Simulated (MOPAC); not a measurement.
MOPAC input (AM1):

```
AM1 1SCF UHF MS=0.5 GEO-OK AUX(PRECISION=9) THREADS=1
C4H9O

C    -1.60290724 1   -0.85383308 1   -0.39475235 1
C    -0.49790432 1    0.02053633 1    0.19955438 1
C    -0.51059676 1    1.43062084 1   -0.42244917 1
C     0.82548031 1   -0.64202517 1    0.04840273 1
O     1.85358337 1   -0.04552093 1    0.73675744 1
H    -2.57832842 1   -0.38040495 1   -0.27186482 1
H    -1.63475624 1   -1.83359224 1    0.08399967 1
H    -1.44220677 1   -1.00618714 1   -1.46556411 1
H    -0.68394777 1    0.13624891 1    1.27452571 1
H    -0.36855768 1    1.37354274 1   -1.50469282 1
H     0.28773657 1    2.04449637 1   -0.00550230 1
H    -1.46418607 1    1.92879510 1   -0.23152550 1
H     1.08620041 1   -1.15186339 1   -0.87602853 1
H     2.68494703 1   -0.47866128 1    0.51805944 1
```

From the output:

```
                                                       MOPAC v23.2.5 Linux

          FINAL HEAT OF FORMATION =        -43.68007 KCAL/MOL =    -182.75741 KJ/MOL

          COSMO AREA              =        122.68 SQUARE ANGSTROMS
          COSMO VOLUME            =        110.72 CUBIC ANGSTROMS

          IONIZATION POTENTIAL    =          8.677971 EV
          ALPHA SOMO LUMO (EV)    =         -8.678  3.055
          BETA  SOMO LUMO (EV)    =        -11.432  1.490
          NO. OF ALPHA ELECTRONS  =         16
          NO. OF BETA  ELECTRONS  =         15
          MOLECULAR WEIGHT        =         73.1145         POINT GROUP:  C1

          MOLECULAR DIMENSIONS (Angstroms)

            Atom       Atom       Distance
            H    14    H     6     5.32313
            H     7    H    11     3.93010
            H     9    H     8     2.69611

          SCF CALCULATIONS        =          1

   ATOM   CHEMICAL          X               Y               Z
  NUMBER   SYMBOL      (ANGSTROMS)     (ANGSTROMS)     (ANGSTROMS)

     1       C         -1.60290724  *  -0.85383308  *  -0.39475235  *
     2       C         -0.49790432  *   0.02053633  *   0.19955438  *
     3       C         -0.51059676  *   1.43062084  *  -0.42244917  *
     4       C          0.82548031  *  -0.64202517  *   0.04840273  *
     5       O          1.85358337  *  -0.04552093  *   0.73675744  *
     6       H         -2.57832842  *  -0.38040495  *  -0.27186482  *
     7       H         -1.63475624  *  -1.83359224  *   0.08399967  *
     8       H         -1.44220677  *  -1.00618714  *  -1.46556411  *
     9       H         -0.68394777  *   0.13624891  *   1.27452571  *
    10       H         -0.36855768  *   1.37354274  *  -1.50469282  *
    11       H          0.28773657  *   2.04449637  *  -0.00550230  *
    12       H         -1.46418607  *   1.92879510  *  -0.23152550  *
    13       H          1.08620041  *  -1.15186339  *  -0.87602853  *
    14       H          2.68494703  *  -0.47866128  *   0.51805944  *

                             CARTESIAN COORDINATES

   1    C       -1.602907240    -0.853833080    -0.394752350
   2    C       -0.497904320     0.020536330     0.199554380
   3    C       -0.510596760     1.430620840    -0.422449170
   4    C        0.825480310    -0.642025170     0.048402730
   5    O        1.853583370    -0.045520930     0.736757440
   6    H       -2.578328420    -0.380404950    -0.271864820
   7    H       -1.634756240    -1.833592240     0.083999670
   8    H       -1.442206770    -1.006187140    -1.465564110
   9    H       -0.683947770     0.136248910     1.274525710
  10    H       -0.368557680     1.373542740    -1.504692820
  11    H        0.287736570     2.044496370    -0.005502300
  12    H       -1.464186070     1.928795100    -0.231525500
  13    H        1.086200410    -1.151863390    -0.876028530
  14    H        2.684947030    -0.478661280     0.518059440

           Empirical Formula: C4 H9 O  =    14 atoms

      MOLECULAR POINT GROUP   :   C1

          ALPHA EIGENVALUES
 -38.93245 -35.51780 -28.11847 -26.30637 -20.98306 -18.86324 -16.18973 -15.32739
 -14.59774 -13.87781 -13.35531 -13.02301 -12.21327 -12.09834 -11.51494  -8.67797
   3.05495   3.87606   4.10707   4.20508   4.40284   4.63978   4.83266   4.94641
   5.04490   5.18977   5.33825   5.39229   6.33835

           BETA EIGENVALUES
 -38.45430 -35.40946 -28.06863 -25.51696 -20.70571 -18.69539 -15.99025 -15.08854
 -14.12449 -13.53561 -13.18546 -12.92124 -12.11015 -11.96187 -11.43239   1.49032
   3.42428   4.04841   4.26227   4.36134   4.57942   4.66482   4.91939   4.96926
   5.12187   5.31135   5.35667   5.52622   6.70427

              NET ATOMIC CHARGES AND DIPOLE CONTRIBUTIONS

  ATOM NO.   TYPE          CHARGE      No. of ELECS.   s-Pop       p-Pop
    1          C          -0.199348        4.1993     1.21639     2.98296
    2          C          -0.071795        4.0718     1.19738     2.87442
    3          C          -0.203858        4.2039     1.22005     2.98380
    4          C          -0.140099        4.1401     1.29853     2.84157
    5          O          -0.256099        6.2561     1.85590     4.40020
    6          H           0.074589        0.9254     0.92541
    7          H           0.077612        0.9224     0.92239
    8          H           0.068304        0.9317     0.93170
    9          H           0.103046        0.8970     0.89695
   10          H           0.067675        0.9323     0.93232
   11          H           0.083906        0.9161     0.91609
   12          H           0.073606        0.9264     0.92639
   13          H           0.109261        0.8907     0.89074
   14          H           0.213201        0.7868     0.78680
 DIPOLE           X         Y         Z       TOTAL
 POINT-CHG.    -0.176    -0.327    -0.635     0.735
 HYBRID         0.496    -0.160    -0.519     0.735
 SUM            0.320    -0.487    -1.154     1.293

          ATOMIC ORBITAL ELECTRON POPULATIONS

     Atom    s        px        py        pz
    1  C   1.21639   0.97689   0.99762   1.00846
    2  C   1.19738   0.91595   0.93860   1.01987
    3  C   1.22005   1.02359   0.95343   1.00679
    4  C   1.29853   0.87197   0.99746   0.97214
    5  O   1.85590   1.18411   1.56307   1.65302
    6  H   0.92541
    7  H   0.92239
    8  H   0.93170
    9  H   0.89695
   10  H   0.93232
   11  H   0.91609
   12  H   0.92639
   13  H   0.89074
   14  H   0.78680

                    (SZ)    =    0.500000
                    (S**2)  =    0.756708

          ATOMIC ORBITAL SPIN POPULATIONS

    Atom   Total    s     px     py     pz
         Atomic
    1  C  0.0058  0.001  0.002  0.002  0.001
    2  C -0.0657 -0.006 -0.029 -0.020 -0.012
    3  C  0.0490  0.008  0.003  0.031  0.008
    4  C  0.9406  0.086  0.046  0.478  0.331
    5  O  0.0976  0.004 -0.001  0.073  0.022
    6  H -0.0022 -0.002
    7  H -0.0009 -0.001
    8  H -0.0006 -0.001
    9  H  0.0130  0.013
   10  H -0.0029 -0.003
   11  H -0.0028 -0.003
   12  H -0.0003 -0.000
   13  H -0.0288 -0.029
   14  H -0.0018 -0.002

 **********************
 *                    *
 * JOB ENDED NORMALLY *
 *                    *
 **********************

 == MOPAC DONE ==
```

The geometry given is a B3LYP-D3(BJ)/def2-TZVP minimum.
